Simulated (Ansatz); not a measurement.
Consider the homolysis of the Ge–H bond: `[SH][GeH]([SH])[SH]` → `[SH][Ge]([SH])[SH]`• + H•.

Isolated molecules relaxed with PBE0-D4/def2-TZVP in Ansatz; ΔE leaves out vibrations. CCSD(T)/CBS adds triple-zeta CCSD(T) − MP2 to the extrapolated MP2 energy (def2 sets, frozen cores). This one scheme is used for every species, atoms too. DFT in def2-TZVPP. B3LYP here is the variant with VWN-RPA as its local correlation; programs differ in this. Open shells (•) are unrestricted, without spin–orbit coupling. Bonds to Ge are less sure, by a few kJ/mol each and by 10 to 20 or more in all where they break to atoms, as the def2 sets lack core-valence functions. Scalar relativity is left out up to krypton. One conformer a species, not always the lowest.

`[SH][GeH]([SH])[SH]`:

Z-matrix (Å, degrees):
```
Ge
S 1 2.215
S 1 2.219 2 105.5
S 1 2.212 2 107.8 3 -121.6
H 1 1.536 2 113.5 3 121.7
H 2 1.345 1 93.8 3 -48.1
H 3 1.345 1 93.9 2 169.4
H 4 1.344 1 93.4 2 64.9
```

`[SH][Ge]([SH])[SH]`•:

```xyz
7

S    -2.192    0.377   -0.001
Ge   -0.120   -0.366    0.405
S     0.580    1.012    2.008
S     1.254   -0.120   -1.358
H    -2.131    0.018   -1.293
H     1.743    0.356    2.162
H     0.866   -1.276   -1.924
```

```
             level  ΔE (kcal/mol)  difference from CCSD(T)/CBS
            PBE-D4           74.4                         -9.7
         r2SCAN-D4           77.4                         -6.7
           PBE0-D4           77.8                         -6.3
          B3LYP-D4           77.9                         -6.2
           ωB97X-V           83.3                         -0.8
           ωB97M-V           81.4                         -2.7
            B2PLYP           79.5                         -4.6
               PBE           74.0                        -10.1
            r2SCAN           77.2                         -6.9
              PBE0           77.4                         -6.7
             B3LYP           77.3                         -6.8
     HF/def2-TZVPP           65.7                        -18.4
    MP2/def2-TZVPP           81.5                         -2.6
SCS-MP2/def2-TZVPP           83.9                         -0.2
   CCSD/def2-TZVPP           83.4                         -0.7
CCSD(T)/def2-TZVPP           83.0                         -1.1
     HF/def2-QZVPP           65.6                        -18.5
    MP2/def2-QZVPP           82.1                         -2.0
SCS-MP2/def2-QZVPP           84.8                          0.7
      HF/CBS(def2)           65.6                        -18.5
     MP2/CBS(def2)           82.6                         -1.5
    CCSD/CBS(def2)           84.5                          0.4
       CCSD(T)/CBS           84.1                            0
```

Largest T1 diagnostic among the species: 0.015.

In def2-TZVPP, CCSD(T) changes the Hartree–Fock value by +17.3 kcal/mol (the triples alone add −0.4 kcal/mol) and MP2 by +15.8 kcal/mol; breaking electron pairs costs correlation energy, which Hartree–Fock lacks. From PBE to PBE0 (25 % exact exchange), in def2-TZVPP and without D4, ΔE moves by +3.4 kcal/mol.
